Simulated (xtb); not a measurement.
xtb input (GFN2-xTB):

```bash
xtb mol.xyz --gfn 2 --sp --chrg 1 --uhf 0
```
mol.xyz:
```
2

Si    -0.00000000    -0.00000000    -1.60880547
Br     0.00000000     0.00000000     0.64352219
```

Output:

```
           -------------------------------------------------
          |                Calculation Setup                |
           -------------------------------------------------

           -------------------------------------------------
          |                 G F N 2 - x T B                 |
           -------------------------------------------------

        Reference                      10.1021/acs.jctc.8b01176
      * Hamiltonian:
        H0-scaling (s, p, d)           1.850000    2.230000    2.230000
        zeta-weighting                 0.500000
      * Dispersion:
        s8                             2.700000
        a1                             0.520000
        a2                             5.000000
        s9                             5.000000
      * Repulsion:
        kExp                           1.500000    1.000000
        rExp                           1.000000
      * Coulomb:
        alpha                          2.000000
        third order                    shell-resolved
        anisotropic                    true
        a3                             3.000000
        a5                             4.000000
        cn-shift                       1.200000
        cn-exp                         4.000000
        max-rad                        5.000000

          ...................................................
          :                      SETUP                      :
          :.................................................:
          :  # basis functions                  20          :
          :  # atomic orbitals                  18          :
          :  # shells                            6          :
          :  # electrons                        10          :
          :  max. iterations                   250          :
          :  Hamiltonian                  GFN2-xTB          :
          :  restarted?                      false          :
          :  GBSA solvation                  false          :
          :  PC potential                    false          :
          :  electronic temp.          300.0000000     K    :
          :  accuracy                    1.0000000          :
          :  -> integral cutoff          0.2500000E+02      :
          :  -> integral neglect         0.1000000E-07      :
          :  -> SCF convergence          0.1000000E-05 Eh   :
          :  -> wf. convergence          0.1000000E-03 e    :
          :  Broyden damping             0.4000000          :
          :  net charge                          1          :
          :  unpaired electrons                  0          :
          ...................................................

 iter      E             dE          RMSdq      gap      omega  full diag
   1     -5.1309090 -0.513091E+01  0.167E+01    4.65       0.0  T
   2     -4.9986230  0.132286E+00  0.256E+01    1.66       1.0  T
   3     -5.3366457 -0.338023E+00  0.191E+01    2.67       1.0  T
   4     -5.2323520  0.104294E+00  0.170E+01    3.71       1.0  T
   5     -4.8325592  0.399793E+00  0.651E+01    5.07       1.0  T
   6     -0.6780539  0.415451E+01  0.619E+01    4.29       1.0  T
   7     -1.4002817 -0.722228E+00  0.563E+01    2.92       1.0  T
   8     -1.4970537 -0.967720E-01  0.546E+01    2.79       1.0  T
   9     -3.5115368 -0.201448E+01  0.327E+01    1.71       1.0  T
  10     -5.3063134 -0.179478E+01  0.799E+00    3.39       1.0  T
  11     -5.3412486 -0.349352E-01  0.478E+00    2.96       1.0  T
  12     -5.3412156  0.330576E-04  0.517E+00    3.02       1.0  T
  13     -5.3390631  0.215246E-02  0.487E+00    3.07       1.0  T
  14     -5.3371407  0.192242E-02  0.401E+00    3.09       1.0  T
  15     -5.3363191  0.821558E-03  0.367E+00    3.10       1.0  T
  16     -5.3360979  0.221248E-03  0.357E+00    3.10       1.0  T
  17     -5.3363419 -0.244026E-03  0.336E+00    3.10       1.0  T
  18     -5.3384125 -0.207058E-02  0.213E+00    3.05       1.0  T
  19     -5.3400855 -0.167303E-02  0.124E+00    3.01       1.0  T
  20     -5.3410207 -0.935134E-03  0.832E-01    2.96       1.0  T
  21     -5.3413700 -0.349312E-03  0.598E-01    2.92       1.0  T
  22     -5.3414681 -0.980992E-04  0.403E-01    2.90       1.0  T
  23     -5.3415008 -0.327703E-04  0.235E-01    2.90       1.0  T
  24     -5.3415117 -0.108527E-04  0.110E-01    2.89       1.0  T
  25     -5.3415142 -0.246693E-05  0.405E-02    2.89       1.7  T
  26     -5.3415145 -0.362147E-06  0.796E-03    2.89       8.9  T
  27     -5.3415145 -0.142871E-07  0.162E-04    2.89     437.2  T
  28     -5.3415145 -0.479528E-11  0.722E-05    2.89     979.2  T

   *** convergence criteria satisfied after 28 iterations ***

         #    Occupation            Energy/Eh            Energy/eV
      -------------------------------------------------------------
         1        2.0000           -1.0794991             -29.3747
         2        2.0000           -0.9019599             -24.5436
         3        2.0000           -0.6979738             -18.9928
         4        2.0000           -0.6950517             -18.9133
         5        2.0000           -0.6950517             -18.9133 (HOMO)
         6                         -0.5888756             -16.0241 (LUMO)
         7                         -0.5888756             -16.0241
         8                         -0.4976759             -13.5425
         9                         -0.3488122              -9.4917
        10                         -0.3488122              -9.4917
       ...                                ...                  ...
        18                          0.5701407              15.5143
      -------------------------------------------------------------
                  HL-Gap            0.1061761 Eh            2.8892 eV
             Fermi-level           -0.6419636 Eh          -17.4687 eV

 SCC (total)                   0 d,  0 h,  0 min,  0.007 sec
 SCC setup                      ...        0 min,  0.000 sec (  1.725%)
 Dispersion                     ...        0 min,  0.000 sec (  0.737%)
 classical contributions        ...        0 min,  0.000 sec (  0.327%)
 integral evaluation            ...        0 min,  0.001 sec ( 10.058%)
 iterations                     ...        0 min,  0.005 sec ( 73.263%)
 molecular gradient             ...        0 min,  0.001 sec ( 11.808%)
 printout                       ...        0 min,  0.000 sec (  1.837%)

         :::::::::::::::::::::::::::::::::::::::::::::::::::::
         ::                     SUMMARY                     ::
         :::::::::::::::::::::::::::::::::::::::::::::::::::::
         :: total energy              -5.335778781081 Eh    ::
         :: gradient norm              0.043608494053 Eh/a0 ::
         :: HOMO-LUMO gap              2.889198815474 eV    ::
         ::.................................................::
         :: SCC energy                -5.341514537309 Eh    ::
         :: -> isotropic ES            0.132778865887 Eh    ::
         :: -> anisotropic ES          0.000042743505 Eh    ::
         :: -> anisotropic XC         -0.013571494134 Eh    ::
         :: -> dispersion             -0.000899139752 Eh    ::
         :: repulsion energy           0.005735756227 Eh    ::
         :: add. restraining           0.000000000000 Eh    ::
         :: total charge               1.000000000000 e     ::
         :::::::::::::::::::::::::::::::::::::::::::::::::::::

           -------------------------------------------------
          |                Property Printout                |
           -------------------------------------------------

    * Orbital Energies and Occupations

         #    Occupation            Energy/Eh            Energy/eV
      -------------------------------------------------------------
         1        2.0000           -1.0794991             -29.3747
Note: The following floating-point exceptions are signalling: IEEE_DENORMAL
normal termination of xtb
         2        2.0000           -0.9019599             -24.5436
         3        2.0000           -0.6979738             -18.9928
         4        2.0000           -0.6950517             -18.9133
         5        2.0000           -0.6950517             -18.9133 (HOMO)
         6                         -0.5888756             -16.0241 (LUMO)
         7                         -0.5888756             -16.0241
         8                         -0.4976759             -13.5425
         9                         -0.3488122              -9.4917
        10                         -0.3488122              -9.4917
        11                         -0.3334815              -9.0745
        12                         -0.3334815              -9.0745
        13                         -0.2321833              -6.3180
        14                         -0.2130871              -5.7984
        15                         -0.2130871              -5.7984
        16                         -0.1525248              -4.1504
       ...                                ...                  ...
        18                          0.5701407              15.5143
      -------------------------------------------------------------
                  HL-Gap            0.1061761 Eh            2.8892 eV
             Fermi-level           -0.6419636 Eh          -17.4687 eV

     #   Z          covCN         q      C6AA      α(0)
     1  14 Si       0.826     0.767   204.121    31.048
     2  35 Br       0.826     0.233   178.465    21.539

 Mol. C6AA /au·bohr⁶  :        749.095278
 Mol. C8AA /au·bohr⁸  :      50531.986976
 Mol. α(0) /au        :         52.586871

Wiberg/Mayer (AO) data.
largest (>0.10) Wiberg bond orders for each atom

 ---------------------------------------------------------------------------
     #   Z sym  total        # sym  WBO       # sym  WBO       # sym  WBO
 ---------------------------------------------------------------------------
     1  14 Si   1.959 --     2 Br   1.959
     2  35 Br   1.959 --     1 Si   1.959
 ---------------------------------------------------------------------------

Topologies differ in total number of bonds
Writing topology from bond orders to xtbtopo.mol

molecular dipole:
                 x           y           z       tot (Debye)
 q only:        0.000       0.000      -2.050
   full:        0.000       0.000      -2.665       6.774
molecular quadrupole (traceless):
                xx          xy          yy          xz          yz          zz
 q only:       -3.718       0.000      -3.718       0.000       0.000       7.437
  q+dip:       -3.864       0.000      -3.864       0.000       0.000       7.728
   full:       -2.207       0.000      -2.207       0.000       0.000       4.414

           -------------------------------------------------
          | TOTAL ENERGY               -5.335778781081 Eh   |
          | GRADIENT NORM               0.043608494053 Eh/α |
          | HOMO-LUMO GAP               2.889198815474 eV   |
           -------------------------------------------------

------------------------------------------------------------------------
------------------------------------------------------------------------
 total:
 SCF:
```

This state (charge 1, singlet) is run at the relaxed geometry of the species with charge 0 and multiplicity 2.
